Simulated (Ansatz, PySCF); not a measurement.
Pair of molecules: CH5N (SMILES CN) (first 7 atoms) with CH2O2 (SMILES O=CO); geometry from B3LYP-D3(BJ)/def2-TZVP, rigid monomers moved along the line of their centres of mass till N2···H12 is 1.52 Å.
(charge 0, multiplicity 1):
```xyz
12

C      0.1951     0.6462     0.1549
N     -0.5601    -0.4425     0.7931
H      0.9855     0.9585     0.8359
H     -0.4698     1.4936    -0.0117
H      0.6467     0.3639    -0.8006
H      0.0563    -1.2240     0.9904
H     -1.3030    -0.7782     0.1909
O      1.1829    -0.1375     3.2005
C      0.1664     0.2440     3.7320
O     -1.0182     0.3501     3.1572
H      0.1218     0.5538     4.7869
H     -0.9435     0.0445     2.1848
```

Counterpoise-corrected where a basis set is named; no monomer relaxation.

Cores are frozen in the correlated methods.

The values were computed with Ansatz (a quantum-chemistry and plane-wave program); PySCF for the dispersion terms. 

PBE/def2-TZVPPD gives -12.94 kcal/mol for the interaction energy.

**Question.** How do the other levels lie against it? Give each less PBE: PBE-D3(BJ)/def2-TZVPPD, r2SCAN/def2-TZVPPD, PBE0/def2-TZVPPD, wB97M-V/def2-TZVPPD, MP2/aug-cc-pVDZ, CCSD(T)/aug-cc-pVDZ.

**Answer.** PBE-D3(BJ)/def2-TZVPPD -1.80; r2SCAN/def2-TZVPPD -1.77; PBE0/def2-TZVPPD -0.55; wB97M-V/def2-TZVPPD -0.41; MP2/aug-cc-pVDZ 1.08; CCSD(T)/aug-cc-pVDZ 1.97 kcal/mol. 2 of 6 lie above PBE; the widest gap is to CCSD(T)/aug-cc-pVDZ.
